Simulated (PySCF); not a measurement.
In(H)(OH)(OMe) (CH5InO2), SMILES C[O][InH][OH].

Coordinates come from a PBE-D3(BJ)/def2-SVP optimisation. The def2 effective core potentials stand for the cores of In; spin–orbit coupling is left out. Other conformers were not sampled.

Level of theory: PBE/def2-TZVP run with PySCF.

Isolated molecule, no solvent.

The total energy is -381.56941 hartree and the highest occupied level comes out as -5.83 eV. The lowest empty level is -2.17 eV, the orbital gap is 3.66 eV and the dipole moment is 2.34 D. The quadrupole, principal values (traceless, Buckingham form, about the centre of nuclear charge) comes out as -6.89, 2.84, 4.05 D·Å and the mean static polarisability is 60.3 bohr³ (8.94 Å³). The polarisability, principal values is 44.2, 59.2, 77.6 bohr³.
